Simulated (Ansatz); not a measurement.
A structure relaxed at r2SCAN-D4/def2-SVP in Ansatz, charge 1, doublet:

```xyz
6

Zr   -0.552    0.926    0.379
Zr    0.675   -1.883   -0.224
Se    1.947    0.158    0.504
Se   -0.883   -1.740    1.630
Se   -0.374    3.101   -0.531
Se   -0.813   -0.562   -1.759
```

Q: Give its formula and point group.

A: Zr₂Se₄⁺ (the lowest doublet isomer of a short search). Point group Cs (tolerance 0.1 Å).

Q: Summarise the bond lengths by kind (pairs closer than 1.2 times the sum of covalent radii, bridged metal pairs left out).

A: 7 × Se–Zr 2.36 to 2.96 Å.

In the def2 sets Zr takes a core potential; there is no spin–orbit coupling. The structure comes from a short search, and lower isomers may exist.
